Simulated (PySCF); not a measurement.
F4Ti, SMILES [F][Ti+]([F])([F])[F] (connectivity only; charge and spin as stated), charge +1, multiplicity 2.

Geometry: B3LYP-D3(BJ)/def2-SVP. The geometry has at least one imaginary mode, so it is a saddle point at that level. The multiplicity is an assumed one; other spin states were not compared.

Calculation: PySCF with TDA-CAM-B3LYP/def2-SVPD.

Vertical excitations; the highest root listed may be one member of a degenerate set. Isolated molecule, no solvent.

```
state    energy (eV)  λ (nm)      f                                                                       main pairs
-------  -----------  ------  -----  -------------------------------------------------------------------------------
root 1          0.19    6464  0.000                         β HOMO→LUMO 55 %, β HOMO−3→LUMO 23 %, β HOMO−6→LUMO 13 %
root 2          0.25    4915  0.000                       β HOMO−1→LUMO 59 %, β HOMO−7→LUMO 17 %, β HOMO−2→LUMO 15 %
root 3          0.64    1938  0.000    β HOMO−4→LUMO 45 %, β HOMO−5→LUMO 23 %, β HOMO−6→LUMO 13 %, β HOMO−7→LUMO 8 %
root 4          0.88    1408  0.011                    β HOMO−2→LUMO, β HOMO−10→LUMO, β HOMO−7→LUMO (degenerate set)
root 5          0.88    1406  0.008        β HOMO→LUMO, β HOMO−3→LUMO, β HOMO−6→LUMO, β HOMO−8→LUMO (degenerate set)
root 6          1.25     989  0.001   β HOMO−5→LUMO 25 %, β HOMO−9→LUMO 22 %, β HOMO−4→LUMO 21 %, β HOMO−6→LUMO 14 %
root 7          1.64     756  0.014   β HOMO−7→LUMO 45 %, β HOMO−1→LUMO 21 %, β HOMO−10→LUMO 19 %, β HOMO−5→LUMO 7 %
root 8          1.78     697  0.004                                           β HOMO−8→LUMO 66 %, β HOMO−6→LUMO 15 %
root 9          1.92     646  0.005                                           β HOMO−9→LUMO 54 %, β HOMO−4→LUMO 31 %
root 10         2.05     604  0.018  β HOMO−10→LUMO 58 %, β HOMO−2→LUMO 13 %, β HOMO−7→LUMO 11 %, β HOMO−9→LUMO 10 %
```
Unrestricted roots are not spin-pure.
